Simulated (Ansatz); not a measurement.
Calculation: r2SCAN-D4/def2-SVP (Ansatz, a program for electronic structure). No frequencies were computed at this level.

Ansatz 0.2 input:
```yaml
crystal:
  periodic: [false, false, false]
  atoms:
    - { symbol: Y, position_ang: [-0.20544, -0.807354, 0.20203] }
    - { symbol: Cl, position_ang: [1.515997, -0.303494, -1.353852] }
    - { symbol: Cl, position_ang: [-1.775341, 0.67673, -0.78332] }
    - { symbol: F, position_ang: [0.408849, 0.50875, 1.484687] }
basis:
  gaussian: { orbitals: def2-svp }
hamiltonian:
  xc: r2scan
  dispersion: d4
relax:
  max_steps: 150
```

Output:

```
Functional definition: r2SCAN
827 factors; their error is unknown
mean field evaluation 1: about -28795.7795 eV, gradient 4.4e1 eV
mean field evaluation 2: about -28743.2696 eV, gradient 1.8e2 eV
mean field evaluation 4: about -28799.4111 eV, gradient 8.2e0 eV
mean field evaluation 8: about -28799.5447 eV, gradient 1.4e-1 eV
mean field evaluation 16: about -28799.5046 eV, gradient 5.8e-5 eV
mean field -28799.50464250 eV, -1058.3622746065 hartree, gradient 5.8e-5 eV, S^2 0.000000; 0 other end points of the search recorded, 0 dependent functions left out
reference -28799.50466599 eV, -1058.3622754699 hartree; 27, 27 occupied and 54, 54 virtual orbitals, 827 factors
relax step   1: F+E_penalty+E_count = -28799.52974711 eV  Δ(F+E_penalty+E_count) = +0.000e0 eV  max|allowed force component| = 1.006e0 eV/Å  Δτ_max = 0.0000 Å  (25 SCF iters, accepted)
these checks for a lower state are left out or cut short: starts, cluster_reference, orbital_swaps, neighbouring_geometries, increment
827 factors; their error is unknown
mean field -28799.91903000 eV, -1058.3775030662 hartree, gradient 7.3e-6 eV, S^2 0.000000; 0 other end points of the search recorded, 0 dependent functions left out
reference -28799.91905407 eV, -1058.3775039508 hartree; 27, 27 occupied and 54, 54 virtual orbitals, 827 factors
relax step   2: F+E_penalty+E_count = -28799.94318631 eV  Δ(F+E_penalty+E_count) = -4.134e-1 eV  max|allowed force component| = 9.845e-1 eV/Å  Δτ_max = 0.1976 Å  (35 SCF iters, accepted)
these checks for a lower state are left out or cut short: starts, cluster_reference, orbital_swaps, neighbouring_geometries, increment
827 factors; their error is unknown
mean field evaluation 32: about -28800.0991 eV, gradient 2.5e-5 eV
mean field -28800.09906771 eV, -1058.3841193301 hartree, gradient 2.5e-5 eV, S^2 0.000000; 0 other end points of the search recorded, 0 dependent functions left out
reference -28800.09909189 eV, -1058.3841202188 hartree; 27, 27 occupied and 54, 54 virtual orbitals, 827 factors
relax step   3: F+E_penalty+E_count = -28800.12251180 eV  Δ(F+E_penalty+E_count) = -1.793e-1 eV  max|allowed force component| = 5.429e-1 eV/Å  Δτ_max = 0.1925 Å  (33 SCF iters, accepted)
these checks for a lower state are left out or cut short: starts, cluster_reference, orbital_swaps, neighbouring_geometries, increment
827 factors; their error is unknown
mean field -28800.16966400 eV, -1058.3867136959 hartree, gradient 2.3e-5 eV, S^2 0.000000; 0 other end points of the search recorded, 0 dependent functions left out
reference -28800.16968804 eV, -1058.3867145792 hartree; 27, 27 occupied and 54, 54 virtual orbitals, 827 factors
relax step   4: F+E_penalty+E_count = -28800.19257745 eV  Δ(F+E_penalty+E_count) = -7.007e-2 eV  max|allowed force component| = 3.041e-1 eV/Å  Δτ_max = 0.1652 Å  (33 SCF iters, accepted)
these checks for a lower state are left out or cut short: starts, cluster_reference, orbital_swaps, neighbouring_geometries, increment
827 factors; their error is unknown
mean field -28800.20362130 eV, -1058.3879616035 hartree, gradient 2.2e-5 eV, S^2 0.000000; 0 other end points of the search recorded, 0 dependent functions left out
reference -28800.20364513 eV, -1058.3879624794 hartree; 27, 27 occupied and 54, 54 virtual orbitals, 827 factors
relax step   5: F+E_penalty+E_count = -28800.22622550 eV  Δ(F+E_penalty+E_count) = -3.365e-2 eV  max|allowed force component| = 8.787e-2 eV/Å  Δτ_max = 0.2000 Å  (33 SCF iters, accepted)
these checks for a lower state are left out or cut short: starts, cluster_reference, orbital_swaps, neighbouring_geometries, increment
827 factors; their error is unknown
mean field -28800.21009207 eV, -1058.3881994001 hartree, gradient 1.9e-5 eV, S^2 0.000000; 0 other end points of the search recorded, 0 dependent functions left out
reference -28800.21011584 eV, -1058.3882002735 hartree; 27, 27 occupied and 54, 54 virtual orbitals, 827 factors
relax step   6: F+E_penalty+E_count = -28800.23257594 eV  Δ(F+E_penalty+E_count) = -6.350e-3 eV  max|allowed force component| = 1.796e-2 eV/Å  Δτ_max = 0.1302 Å  (34 SCF iters, accepted)
these checks for a lower state are left out or cut short: starts, cluster_reference, orbital_swaps, neighbouring_geometries, increment
827 factors; their error is unknown
mean field -28800.21034753 eV, -1058.3882087881 hartree, gradient 9.5e-6 eV, S^2 0.000000; 0 other end points of the search recorded, 0 dependent functions left out
reference -28800.21037128 eV, -1058.3882096607 hartree; 27, 27 occupied and 54, 54 virtual orbitals, 827 factors
relax step   7: F+E_penalty+E_count = -28800.23283994 eV  Δ(F+E_penalty+E_count) = -2.640e-4 eV  max|allowed force component| = 4.821e-2 eV/Å  Δτ_max = 0.0469 Å  (30 SCF iters, accepted)
these checks for a lower state are left out or cut short: starts, cluster_reference, orbital_swaps, neighbouring_geometries, increment
827 factors; their error is unknown
mean field evaluation 64: about -28800.2506 eV, gradient 3.7e-1 eV
mean field -28800.21057631 eV, -1058.3882171954 hartree, gradient 1.8e-5 eV, S^2 0.000000; 0 other end points of the search recorded, 0 dependent functions left out
reference -28800.21060005 eV, -1058.3882180681 hartree; 27, 27 occupied and 54, 54 virtual orbitals, 827 factors
relax step   8: F+E_penalty+E_count = -28800.23305617 eV  Δ(F+E_penalty+E_count) = -2.162e-4 eV  max|allowed force component| = 1.162e-3 eV/Å  Δτ_max = 0.0044 Å  (30 SCF iters, accepted)
827 factors; their error is unknown
mean field -28800.21057631 eV, -1058.3882171954 hartree, gradient 1.8e-5 eV, S^2 0.000000; 1 other end points of the search recorded, 0 dependent functions left out
reference -28800.21060005 eV, -1058.3882180681 hartree; 27, 27 occupied and 54, 54 virtual orbitals, 827 factors
Total energy: -28800.23307992 eV, -1058.3890441879 hartree
Atom 0 at     0.006041     0.030852    -0.018047 Å, force     0.000241     0.000150     0.001162 eV/Å
Atom 1 at     1.804183    -0.706255    -1.522188 Å, force     0.000107    -0.000102    -0.000399 eV/Å
Atom 2 at    -2.268954     0.506801    -0.816141 Å, force    -0.000259     0.000007    -0.000335 eV/Å
Atom 3 at     0.402795     0.243234     1.905921 Å, force    -0.000088    -0.000054    -0.000428 eV/Å
Dipole moment:     0.029642     0.018943     0.138452 e Å
```

Cost: roughly 50 core-seconds.
